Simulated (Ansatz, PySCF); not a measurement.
C$_{4}$H$_{12}$GeSi (SMILES C[SiH](C)/C=[CH]/[GeH3]), singlet, geometry from GFN2-xTB, with bond 11-3 at 2.4 times its length. Base run: CASSCF(4,3)/STO-3G in PySCF.

Input for PySCF:
```python
from pyscf import gto, scf, mcscf
import numpy

mol = gto.M(
    atom='''
Si   -2.28641148   -0.18387911   -0.31503714
C    -3.05089548   -1.61345970    0.68309168
C    -2.69764291    1.47887527    0.50942585
C    -0.41469034   -0.44377687   -0.38482810
C     0.51085825    0.43089856   -0.00114692
Ge    2.42765211    0.11927184   -0.08545860
H    -2.80924628   -0.20274805   -1.69473594
H    -4.13175260   -1.52214012    0.73348066
H    -2.67466431   -1.63594104    1.70230813
H    -2.82442923   -2.57353008    0.22927352
H    -1.74841639    1.60699183    2.93500865
H    -2.28354950    2.31078829   -0.05225808
H    -3.77134164    1.62961034    0.57064494
H    -0.07260864   -1.39878872   -0.77219038
H     0.19686793    1.39188251    0.38890886
H     2.72284367   -1.24311680   -0.62388518
H     3.07127981    0.23274429    1.26210551
H     3.11784900    1.12136708   -0.95779766
''',
    basis='sto-3g',
    verbose=3,
)

mf = scf.RHF(mol)
mf.kernel()
mc = mcscf.CASSCF(mf, 3, 4)
mc.fix_spin_(ss=0.0)
mc.kernel()
occ = numpy.linalg.eigvalsh(mc.fcisolver.make_rdm1(mc.ci, mc.ncas, mc.nelecas))[::-1]
ss = mc.fcisolver.spin_square(mc.ci, mc.ncas, mc.nelecas)[0]
print('natural occupations', occ.round(4), ' <S^2>', round(ss, 4))
```

Programs used: Ansatz (an electronic-structure program), PySCF; a row that names a program was run with it.

Each row names what was changed in the base input (with any setting that the change needs).

| change | ΔE vs base (kcal/mol) | natural occupations | <S^2> of the state | outcome |
|---|---|---|---|---|
| base | 0.000 | 2.00 1.31 0.69 | 0.00 | converged |
| fix_spin_ = off | 0.000 | 2.00 1.31 0.69 | 0.00 | converged |
| active space = 6 electrons, 6 orbitals | -36.49 | 1.98 1.88 1.31 0.69 0.12 0.02 | 0.00 | converged |
| active space = 10 electrons, 8 orbitals | - | - | - | not converged |
| orbitals = fixed (CASCI) | 6.02 | 2.00 1.32 0.68 | 0.00 | converged |
| state_average = 2 states | 0.013 | - | - | converged |
| correction = SC-NEVPT2 | -184.5 | 2.00 1.31 0.69 | 0.00 | converged |
| start = MP2 natural orbitals | 0.000 | 2.00 1.31 0.69 | 0.00 | converged |
| conv_tol = 1e-5 | 0.036 | 2.00 1.31 0.69 | 0.00 | converged |
| active space = 6 electrons, 8 orbitals | -43.06 | 1.98 1.89 1.31 0.69 0.10 0.02 0.00 0.00 | 0.00 | converged |
| code = ansatz | 0.019 | - | - | converged |

Active orbitals are taken around the Fermi level unless the row says otherwise; CASSCF can end in different local minima, and two programs can end on different orbitals. State-averaged rows give the lowest state.
